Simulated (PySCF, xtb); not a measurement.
Ge(F)3(OH) (F3GeHO), SMILES [OH][Ge]([F])([F])[F]. Other conformers were not sampled.

Harmonic wavenumbers (cm⁻¹) from GFN2-xTB run with xtb at its own minimum, in rising order: 99, 156, 174, 195, 207, 208, 495, 550, 577, 663, 790, 3568.

**Question.** What does PBE-D3(BJ)/def2-SVP (PySCF) give at its own minimum? (The exact figures need the calculation; the answer reports its results.)

**Answer.** 68, 196, 213, 244, 253, 259, 673, 743, 756, 759, 907, 3716. Paired by order, the mean absolute difference is 97 cm⁻¹ and the zero-point energies are 11.0 and 12.6 kcal/mol.
